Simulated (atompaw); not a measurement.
# Plane-wave convergence, PAW (atompaw) potential for Tl (Z = 81)

Tl (Z = 81), PAW, made with atompaw 4.2.0.5 (PBE, non-relativistic). Core [Xe] 4f14, reference 5d10 6s0 6p0 (charge +3). Waves: 6s (bound, empty): rc 1.95 bohr; 6s channel at 1.35 Ry: rc 2.45 bohr; 6p (bound, empty): rc 2.45 bohr; 6p channel at -0.85 Ry: rc 2.45 bohr; 5d (bound): rc 2.45 bohr; 5d channel at 1.6 Ry: rc 1.50 bohr. Local part: bessel scheme, radius 2.20 bohr. Core correction: smooth core density matched at 1.25 bohr. Augmentation charge: besselshape compensation charge, radius 2.30 bohr; PAW radius 2.45 bohr; waves and projectors: custom polynom2 7 10 vanderbiltortho.

The pseudo-atom Hamiltonian at the reference potential is diagonalised in spherical Bessel functions j_l(qr) that vanish at 20 bohr, with q² up to the cutoff. All-electron valence levels (Ry): 6s -2.2486, 6p -1.7228, 5d -3.3369.

Task: How do the lowest levels (Ry) of each channel move with the cutoff, and are there ghosts?

Result:

```json
{"cutoff (Ry)": "8", "s #1": "-2.2589", "s #2": "-0.9454", "s #3": "-0.5276", "p #1": "-1.7184", "p #2": "-0.7691", "d #1": "-3.3077", "d #2": "-0.9387", "f #1": "-0.6667", "Σ f·Δε (mRy)": "292.2"}
{"cutoff (Ry)": "15", "s #1": "-3.1080", "s #2": "-2.2278", "s #3": "-0.9462", "p #1": "-1.7223", "p #2": "-0.7719", "d #1": "-3.3208", "d #2": "-0.9864", "f #1": "-0.6686", "Σ f·Δε (mRy)": "160.9"}
{"cutoff (Ry)": "30", "s #1": "-7.5136", "s #2": "-2.2486", "s #3": "-0.9462", "p #1": "-1.7228", "p #2": "-0.7722", "d #1": "-3.3346", "d #2": "-1.0000", "f #1": "-0.6687", "Σ f·Δε (mRy)": "22.8"}
{"cutoff (Ry)": "45", "s #1": "-7.5380", "s #2": "-2.2486", "s #3": "-0.9462", "p #1": "-1.7228", "p #2": "-0.7722", "d #1": "-3.3362", "d #2": "-1.0003", "f #1": "-0.6687", "Σ f·Δε (mRy)": "6.8"}
{"cutoff (Ry)": "70", "s #1": "-7.5437", "s #2": "-2.2486", "s #3": "-0.9462", "p #1": "-1.7228", "p #2": "-0.7722", "d #1": "-3.3367", "d #2": "-1.0005", "f #1": "-0.6687", "Σ f·Δε (mRy)": "1.3"}
{"cutoff (Ry)": "100", "s #1": "-7.5455", "s #2": "-2.2486", "s #3": "-0.9462", "p #1": "-1.7228", "p #2": "-0.7722", "d #1": "-3.3368", "d #2": "-1.0006", "f #1": "-0.6687", "Σ f·Δε (mRy)": "0.4"}
{"cutoff (Ry)": "400", "s #1": "-7.5478", "s #2": "-2.2486", "s #3": "-0.9462", "p #1": "-1.7228", "p #2": "-0.7722", "d #1": "-3.3369", "d #2": "-1.0010", "f #1": "-0.6687", "Σ f·Δε (mRy)": "0.0"}
```

Result: ghost state, extra bound levels that the all-electron valence spectrum of the same l lacks: s at -102.7 eV (a true bound ghost makes a file unfit for plane-wave use); 10 mRy is reached at 35 Ry and 1 mRy at 80 Ry.
